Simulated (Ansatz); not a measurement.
CH5ClOSi, SMILES `CO[SiH2]Cl` (C–O–Si–Cl torsion 180°) with one electron removed (charge 1, multiplicity 2), frozen-core CCSD(T)/def2-TZVPP // PBE0-D4/def2-TZVP run with Ansatz (a first-principles code). The run hit its time limit unfinished.

Ansatz 0.2 input:
```yaml
crystal:
  periodic: [false, false, false]
  atoms:
    - { symbol: C, position_ang: [-1.403716, -0.030292, -0.142782] }
    - { symbol: O, position_ang: [-0.130635, -0.490492, -0.542887] }
    - { symbol: Si, position_ang: [1.259561, 0.03016, 0.131354] }
    - { symbol: Cl, position_ang: [2.779094, -0.948508, -0.8125] }
    - { symbol: H, position_ang: [-2.151563, -0.538068, -0.752753] }
    - { symbol: H, position_ang: [-1.600029, -0.258725, 0.910643] }
    - { symbol: H, position_ang: [-1.505693, 1.049994, -0.294474] }
    - { symbol: H, position_ang: [1.311969, -0.302116, 1.575924] }
    - { symbol: H, position_ang: [1.441013, 1.48805, -0.072523] }
basis:
  gaussian: { orbitals: def2-TZVPP }
correlation:
  method: ccsd_t
total_charge: 1
magnetization:
  spin_polarized: true
  initial_magnetization: 1
```

The last lines of the output:

```
mean field evaluation 224: about -23504.2914 eV, gradient 1.6e0 eV
mean field evaluation 256: about -23506.2335 eV, gradient 9.6e-3 eV
mean field evaluation 288: about -23505.6716 eV, gradient 3.9e0 eV
mean field evaluation 320: about -23506.1338 eV, gradient 2.3e-3 eV
mean field evaluation 352: about -23505.5698 eV, gradient 2.9e-1 eV
mean field evaluation 384: about -23506.0461 eV, gradient 2.2e0 eV
mean field evaluation 416: about -23503.1069 eV, gradient 1.2e-3 eV
mean field evaluation 448: about -23506.1338 eV, gradient 5.1e-4 eV
mean field evaluation 480: about -23507.0791 eV, gradient 1.2e-1 eV
mean field evaluation 512: about -23504.3666 eV, gradient 5.4e-1 eV
mean field evaluation 544: about -23504.3833 eV, gradient 5.6e-1 eV
mean field evaluation 576: about -23505.5713 eV, gradient 6.3e-4 eV
mean field -23507.07936468 eV, -863.8692329812 hartree, gradient 2.9e-6 eV, S^2 0.763684; 15 other end points of the search recorded, 0 dependent functions left out
determinant -23507.07936468 eV, -863.8692329812 hartree, with singles and doubles -23527.03845453 eV, -864.6027160046 hartree
determinant -23506.29438616 eV, -863.8403855526 hartree, with singles and doubles -23526.56325978 eV, -864.5852529195 hartree
determinant -23506.23352987 eV, -863.8381491252 hartree, with singles and doubles -23526.21327383 eV, -864.5723911731 hartree
determinant -23506.13379145 eV, -863.8344838062 hartree, with singles and doubles -23526.21891910 eV, -864.5725986330 hartree
determinant -23505.87321239 eV, -863.8249077023 hartree, with singles and doubles -23526.85115999 eV, -864.5958330572 hartree
determinant -23505.57125465 eV, -863.8138109600 hartree, with singles and doubles -23526.17703882 eV, -864.5710595611 hartree
determinant -23507.07936468 eV, -863.8692329812 hartree, with singles and doubles -23526.85715691 eV, -864.5960534397 hartree
determinant -23506.29438616 eV, -863.8403855526 hartree, with singles and doubles -23526.36395262 eV, -864.5779285167 hartree
determinant -23506.23352987 eV, -863.8381491252 hartree, with singles and doubles -23526.03178953 eV, -864.5657217482 hartree
determinant -23506.13379145 eV, -863.8344838062 hartree, with singles and doubles -23526.01486788 eV, -864.5650998889 hartree
determinant -23505.87321239 eV, -863.8249077023 hartree, with singles and doubles -23526.64119876 eV, -864.5881171241 hartree
determinant -23507.07936468 eV, -863.8692329812 hartree, with singles and doubles -23526.89894659 eV, -864.5975891822 hartree
```
